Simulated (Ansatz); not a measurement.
What each rung costs, and what it gives

Saddle point of SiH5BrO, closed shell (SiH₃BrO ([OH][SiH2][Br]) + H₂ → SiH₄O ([OH][SiH3]) + HBr; bonds formed: Si1–H7, Br2–H6; bonds broken: Si1–Br2, H6–H7), PBE0-D4/def2-TZVP structure:

```
8
angstrom
Si -0.5842 -0.1579 0.0020
Br 2.1168 -0.4086 -0.4229
H -0.6587 -1.3446 -0.8603
H -1.8851 0.5558 0.0004
O -0.2012 -0.1308 1.5718
H 0.6453 0.7660 -0.9684
H -0.1384 1.1313 -1.0715
H 0.7057 -0.4112 1.7490
```

Barriers are electronic and count from the start structure reached by relaxing down the imaginary mode.

Program: Ansatz 0.2.0. Basis: as named in each row. Cores are frozen in the correlated methods. Filled d shells of the heavier atoms are correlated. The def2 sets are not built for correlating such inner shells, so the correlated values are less sure here. B3LYP uses VWN-RPA correlation. Extrapolation: Hartree–Fock as exp(−7.88 √X), correlation as X^−2.97.

Times are rough, for one single point on 4 threads of a shared host (Arm Neoverse V2).

The estimate by CCSD(T) at an estimated basis limit (MP2 extrapolated from triple and quadruple zeta, plus CCSD(T) − MP2 in triple zeta) is 202.6 kJ/mol.

| method | basis | time (s) | barrier (kJ/mol) | method less estimate |
| --- | --- | --- | --- | --- |
| HF | STO-3G | under 1 | 459.8 | 257.2 |
| PBE-D4 | STO-3G | under 1 | 313.1 | 110.5 |
| SPW92 | def2-SVP | under 1 | 136.0 | -66.6 |
| PBE-D4 | def2-SVP | under 1 | 165.4 | -37.2 |
| B3LYP-D4 | 6-31G | under 1 | 219.7 | 17.1 |
| SPW92 | def2-TZVPP | under 1 | 136.6 | -66.0 |
| PBE0-D4 | def2-SVP | under 1 | 180.7 | -21.9 |
| PBE-D4 | def2-TZVPP | 1 | 168.0 | -34.6 |
| BLYP-D4 | def2-TZVPP | 1 | 183.0 | -19.6 |
| B3LYP-D4 | def2-TZVPP | 2 | 192.5 | -10.1 |
| BHLYP-D4 | def2-TZVPP | 2 | 207.7 | 5.0 |
| CAM-B3LYP-D4 | def2-TZVPP | 2 | 198.1 | -4.6 |
| PBE0-D4 | def2-TZVPP | 2 | 181.9 | -20.8 |
| CCSD(T) | def2-SVP | 2 | 217.0 | 14.4 |
| r2SCAN-D4 | def2-TZVPP | 3 | 180.9 | -21.8 |
| RPA on PBE | def2-TZVPP | 3 | 209.3 | 6.7 |
| wB97M-V | def2-SVP | 4 | 192.0 | -10.6 |
| PBE-QIDH | def2-TZVPP | 4 | 196.7 | -6.0 |
| r2SCAN0-D4 | def2-TZVPP | 4 | 189.5 | -13.2 |
| B2PLYP | def2-TZVPP | 4 | 201.2 | -1.4 |
| wB97X-V | def2-TZVPP | 5 | 201.9 | -0.8 |
| wB97M-V | def2-TZVPP | 6 | 197.3 | -5.3 |
| B97M-V | def2-TZVPP | 6 | 192.9 | -9.7 |
| MP2 | def2-QZVPP | 13 | 204.5 | 1.8 |
| CCSD(T) | def2-TZVPP | 53 | 206.2 | 3.5 |

All methods are single points on the PBE0-D4 structures.

T1 diagnostic: at most 0.011.

Labels in which every atom is bracketed show which atoms are joined, not bond orders.
